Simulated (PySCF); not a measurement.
# How the method changes the constants of GaB

State: ³Π (triplet), unpaired electrons σ ↑, π ↑. Set-up: Ga aug-pcseg-1, B aug-pcseg-1; no relativity (PySCF 2.14). De refers to Ga + B in their high-spin ground configurations, without counterpoise correction. The functionals are run spin-unrestricted. A positive dipole means Ga(−)B(+).

```csv
Level,Re (Å),ωe (cm⁻¹),De (eV),μ (D),"CPU s a point (SCF and correlation, without the integrals)"
UHF,2.245,438,1.12,-1.07,0.17
UHF-MP2,2.240,444,1.56,n/a,0.26
UHF-SCS-MP2,2.243,443,1.40,n/a,n/a
UHF-CCSD,2.254,420,1.45,n/a,n/a
UHF-CCSD(T),2.256,416,1.54,n/a,5.1
PBE,2.261,403,2.10,-1.37,0.49
r²SCAN,2.233,428,2.08,-1.07,0.63
PBE0,2.238,428,1.95,-1.34,0.87
r²SCAN0,2.223,441,1.93,-1.10,0.79
MN15,2.230,420,1.88,-1.03,0.82
M06-2X,2.253,425,1.74,-1.51,0.88
ωB97X,2.221,449,1.82,-1.38,0.79
```

The bond length runs from 2.221 Å (ωB97X) to 2.261 Å (PBE). De spans 1.12 eV (UHF, mean field) to 2.10 eV (PBE, GGA). Correlation at CCSD(T) changes the Hartree–Fock bond energy by +0.42 eV; the triples alone change it by +0.09 eV.

Correlated steps freeze 10 core orbitals. Correlated levels converge slowly with the basis: in double zeta they bind strong bonds too weakly, by up to about 1 eV, and carry superposition errors of some tenths. Spin–orbit coupling is left out. The state was picked by a PBE0 search and need not be the measured ground state.

The whole job (state search and all levels along the bond) took about 2.3 min on 1 thread of Intel Xeon 6975P-C (shared host), peak memory 0.81 GiB.
